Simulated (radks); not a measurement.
Results of a calculation; reference values are marked as such.
Initial-state core-level shifts of the mercury ion Hg+ when its valence configuration changes from [Xe] 4f14 5d10 6s1. Level of theory: scalar-relativistic Kohn-Sham, PBEsol, spin-polarised, spherical densities, finite nucleus; open shells are filled with parallel spins first (spin-orbit coupling, left out, can overturn this in heavy ions); Fermi nuclear charge, rms radius 5.4648 fm (a radial shooting solver on a logarithmic mesh with Libxc functionals). Shifts are changes of the shell-averaged eigenvalues in eV (positive: less bound); the change of the density at the nucleus, which sets a Mossbauer isomer shift, is in e/bohr^3, on a base of 2.497e+06.

| valence | 1s | 3d | 4p | 5s | density at nucleus |
|---|---|---|---|---|---|
| 4f14 5d9 6s1 6p1 | -5.462 | -5.556 | -5.507 | -5.297 | +34.9 |
| 4f12 5d9 6s1 6p3 | -43.982 | -50.645 | -43.999 | -25.069 | +455.1 |
| 4f14 5d10 6s0.5 6p0.5 | -0.953 | -0.939 | -0.945 | -0.950 | -91.9 |
| 4f12 5d9 6s2 6p2 | -42.598 | -49.265 | -42.611 | -23.690 | +711.8 |
| 4f14 5d10 6p1 | -1.882 | -1.855 | -1.866 | -1.876 | -186.3 |
| 4f13 5d10 6s2 | -16.848 | -20.052 | -16.988 | -7.939 | +399.2 |
| 4f14 5d9 6s2 | -3.754 | -3.867 | -3.807 | -3.591 | +229.5 |
| 4f13 5d8 6s2 6p2 | -28.680 | -32.095 | -28.836 | -19.077 | +531.6 |
| 4f14 5d9.5 6s1 6p0.5 | -2.732 | -2.777 | -2.755 | -2.661 | +16.8 |
